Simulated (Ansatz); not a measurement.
B7N7, relaxed as a singlet with RKS r2SCAN-D4/def2-SVP in Ansatz, starting from the GFN2-xTB geometry. Force threshold 0.03 eV/Å.

The restricted singlet is unstable towards broken spin symmetry at other levels; at r2SCAN-D4/def2-SVP this wasn't settled. At PBE0-D4/def2-TZVP a triplet of charge 0 lies 0.12 eV below the restricted singlet at the same geometry.

Start:

```tsv
atom	x (Å)	y (Å)	z (Å)
N1	-0.916	-0.728	1.910
B2	0.216	-0.173	2.092
N3	-1.798	-0.690	-0.435
B4	-1.648	-0.071	0.758
N5	-1.484	1.433	0.859
N6	0.962	0.977	1.498
B7	-0.285	1.731	1.165
N8	0.278	-1.894	-1.159
B9	-0.825	-0.874	-1.356
B10	1.383	-1.313	-0.905
N11	1.862	0.099	-0.815
B12	1.675	0.636	0.407
N13	-0.296	0.271	-2.197
B14	0.876	0.597	-1.822
```

(1) Estimate the energy that the relaxation releases and the steps that it takes.

(2) Does the start keep its bonding and symmetry?

(3) Predict the relaxed structure.

Results:

(1) 156.4 kJ/mol, in 19 steps; 50 s on 2 threads of AMD EPYC 7R13 on a shared host and a share (18 GiB) of an NVIDIA H100 80GB HBM3. No frequencies were taken in this run, so the end may be a saddle point.

(2) Bonds formed: B2–B12, B10–B12 (atoms count from 1). Point group C2v at the start, Cs at the end, both within 0.05 Å.

(3) 
```xyz
14

N    -0.8414   -0.7934    1.7584
B     0.4060   -0.3676    1.5365
N    -1.7549   -0.6951   -0.4173
B    -1.5566    0.0324    0.7992
N    -1.5800    1.5086    0.9359
N     0.9566    1.0824    1.5146
B    -0.3412    1.6632    1.2797
N     0.2289   -1.8405   -0.9949
B    -0.7076   -0.7999   -1.3871
B     1.1493   -1.0943   -0.3765
N     1.8892    0.1701   -0.8858
B     1.5742    0.4091    0.4557
N    -0.3072    0.2619   -2.3418
B     0.8847    0.4630   -1.8767
```
Bond lengths: 16 × B–N 1.29 to 1.55 Å; 2 × B–B 1.77 Å.
